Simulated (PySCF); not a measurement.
The same groups moved round the core (propene formyl). Gas-phase values, no solvent. One relaxed conformer stands for each flexible species; it need not be the lowest. Strings in code marks are SMILES.

These are B3LYP-D3(BJ)/def2-TZVP (PySCF) values and carry that method's errors. B3LYP has the VWN-RPA correlation part, as in Gaussian. Delta-SCF ions had no search for a lower state. Excitations are Tamm–Dancoff values on a coarser integration grid. The basis has no diffuse functions, so Rydberg states are missing or too high.

```tsv
species	brightest of the four lowest singlets (TDA) (eV)	LUMO (eV)	S1–T1 gap (TDA) (eV)	vertical ionisation energy (Delta-SCF) (eV)	T1 excitation (TDA) (eV)
`C=C(C)C=O` (C–C–C–O torsion 180°)	___	___	0.53	9.79	___
`C=CCC=O` (C–C–C–C torsion -120°, C–C–C–O torsion 131°)	6.22	-1.17	0.62	9.38	___
`C/C=C/C=O` (C–C–C–O torsion 0°)	5.96	-1.99	0.49	___	3.06
`C/C=C\C=O` (C–C–C–O torsion 1°)	5.96	-2.06	0.49	9.50	2.95
```

Q: Complete the blanks.

A: 
- `C=C(C)C=O` (C–C–C–O torsion 180°), brightest of the four lowest singlets (TDA) (eV): 6.27
- `C=C(C)C=O` (C–C–C–O torsion 180°), LUMO (eV): -1.95
- `C=C(C)C=O` (C–C–C–O torsion 180°), T1 excitation (TDA) (eV): 3.20
- `C=CCC=O` (C–C–C–C torsion -120°, C–C–C–O torsion 131°), T1 excitation (TDA) (eV): 3.63
- `C/C=C/C=O` (C–C–C–O torsion 0°), vertical ionisation energy (Delta-SCF) (eV): 9.60
